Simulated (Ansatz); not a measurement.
`[OH][AlH][CH]=S`, charge 0, multiplicity 1.

(1) Give a relaxed structure at PBE0-D4/def2-TZVP (the Gaussian-basis code of Ansatz). (An estimate is asked.)

Results:

(1) The calculation gave: 
Z-matrix (Å, degrees):
```
Al
C 1 1.975
O 1 1.690 2 115.8
H 1 1.575 2 125.0 3 -180.0
S 2 1.620 1 117.0 3 0.1
H 2 1.094 1 125.9 3 -179.9
H 3 0.960 1 118.1 2 -0.0
```
Point group Cs.
